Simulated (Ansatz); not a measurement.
Cost and result up the ladder for (ClZn-mu-H)2 (Zn₂H₂Cl₂) (6 atoms). The state is a singlet with charge 0. Geometry: PBE-D4/def2-SVP.

| atom | x (Å) | y (Å) | z (Å) |
| --- | --- | --- | --- |
| Cl1 | 1.780 | 0.931 | 2.597 |
| Cl2 | -1.789 | -0.955 | -2.582 |
| Zn3 | 0.852 | 0.208 | 0.837 |
| Zn4 | -0.848 | -0.201 | -0.841 |
| H5 | 0.984 | -0.689 | -0.542 |
| H6 | -0.977 | 0.706 | 0.530 |

Ansatz on 2 threads of Intel Xeon Platinum 8488C on a shared host. Times are rough, and most runs start from the orbitals of an earlier one. PBE0-D4/def2-TZVP serves as the yardstick here, not as an exact answer. Differences are given only for rows in sets of like size (and for xTB, whose basis is part of the method), since another set adds its own error. Binding counts from free atoms at the same level (Cl doublet, Zn singlet, H doublet; other spins of the atoms weren't run), without zero-point energy or a counterpoise term.

Correlated methods freeze 28 core orbitals. The rows differ in basis, and correlated rows in double-zeta sets carry the largest basis error. Another isomer (singlet) lies 0.67 eV lower at PBE0-D4/def2-TZVP; other spin states weren't run for this one.

Correlated methods converge slowly with the basis, most of all in double-zeta sets.

```csv
level,functions,wall time,binding energy per atom (eV),difference from PBE0-D4/def2-TZVP (eV)
PBE-D4/def2-SVP,108,1.4 s,2.00,–
LDA (SPW92)/def2-TZVP,182,1.4 s,2.26,0.31
PBE0-D4/def2-SVP,108,2.4 s,2.00,–
HF/STO-3G,56,2.5 s,2.03,–
PBE-D4/def2-TZVP (with forces),182,2.8 s,1.92,-0.03
HF/def2-TZVP,182,3.2 s,1.46,-0.48
MP2/def2-TZVP,182,4.1 s,1.93,-0.02
r2SCAN-D4/def2-TZVP,182,4.8 s,2.03,0.08
PBE0-D4/def2-TZVP,182,4.9 s,1.95,0.00
CCSD(T)/def2-SVP,108,8 s,1.79,–
```
